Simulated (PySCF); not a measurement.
Compound: C6H7BO2S.
SMILES: `OB(O)c1ccc(S)cc1`

Torsions of this conformer, `[OH:1][B:2]([OH:3])[c:4]1[cH:5][cH:6][c:7]([SH:8])[cH:9][cH:10]1`: O1–B2–C4–C5 -11°, H–O1–B2–O3 176°, H–O3–B2–O1 -1°, H–S8–C7–C6 -179°.

The closed-shell ground state was solved at several levels (PySCF, density fitting, gas phase, non-relativistic). The structure is a single PBE0-D3(BJ)/def2-SVP conformer in the gas phase; no vibrational or solvent corrections.

```
            level  basis functions  total energy (Eh)  HOMO (eV)  LUMO (eV)  gap (eV)  dipole (D)
   B97-2/pcSseg-1              212          -806.2845      -6.27      -0.96      5.31        0.47
wB97X-D/def2-SVPD              269          -805.9306      -8.25       0.64      8.89        0.51
```

**Question.** Estimate the row for PBE0/pcSseg-1, a basis of 212 functions; the other rows only guide the guess.

**Answer.** Total energy -805.7942 Eh, HOMO -6.50 eV, LUMO -0.94 eV, gap 5.56 eV, dipole 0.47 D.

**Question.** Over all these levels, which gives the widest orbital gap and which the narrowest?

**Answer.** wB97X-D/def2-SVPD (range-separated hybrid) has the widest, 8.89 eV, and B97-2/pcSseg-1 (global hybrid, 21 % exact exchange) the narrowest, 5.31 eV. Functional and basis both differ between the two, so the spread mixes both effects.

**Question.** How far do the dipole and the HOMO energy spread over the levels?

**Answer.** The dipole runs from 0.47 to 0.51 D (mean 0.49 D) and the HOMO from -8.25 to -6.27 eV.

Note: wB97X-D ran without an empirical dispersion term, which enters the total energy and its gradient alone.
